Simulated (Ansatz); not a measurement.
The same path of BFH2O + H2S (8 atoms, charge 0, multiplicity 1) was run twice with different band settings. Lost on the way: B1–O2, S6–H8. Made: B1–S6, O2–H8.

All numbers below come from RHF/def2-SVP in Ansatz 0.2.0.

Relaxed end points:

```xyz
8
Properties=species:S:1:pos:R:3
B -0.045 -0.391 0.117
O -0.374 -0.951 1.285
H -1.288 -1.164 1.377
F 1.219 -0.067 -0.070
H -0.828 -0.199 -0.768
S -0.036 2.939 1.506
H 1.119 2.641 0.909
H 0.238 2.221 2.599
```

```xyz
8
Properties=species:S:1:pos:R:3
B 0.182 0.745 -0.204
O -0.423 -0.408 2.102
H -1.129 -1.033 2.173
F 1.331 0.113 -0.252
H -0.795 0.259 -0.687
S 0.108 2.471 0.374
H 1.380 2.575 0.770
H -0.648 0.307 2.681
```

Common settings: spring 5.0 eV/Å²; optimiser quadratic models (default); start path through a guess of the saddle point; force threshold 0.05 eV/Å; iteration limit 60; end points relaxed.

| run | movable images | climbing image |
| --- | --- | --- |
| 1 | 5 | yes |
| 2 | 1 | no |

(1) What does each run give, and how far can it be trusted?

## Answers

(1) Run 1: converged after 21 iterations, highest image 2.044 eV above the first end. Neighbouring images differ by up to 1.4 eV, so the band resolves the path poorly. A vibrational analysis at the climbing image gives one clearly imaginary mode, 1760i cm⁻¹: a first-order saddle point.
Run 2: converged after 41 iterations, highest image 1.220 eV above the first end. Neighbouring images differ by up to 1.2 eV, so the band resolves the path poorly. No image climbed, so the highest image needn't sit at the top of the path. A band with more images between the same ends climbed to 2.04 eV, so this one has probably stepped over the top. So few images can step over the top or miss a turn of the path.
The orbitals stay closed-shell, which can raise the energy where a bond breaks towards radicals; this wasn't checked here.
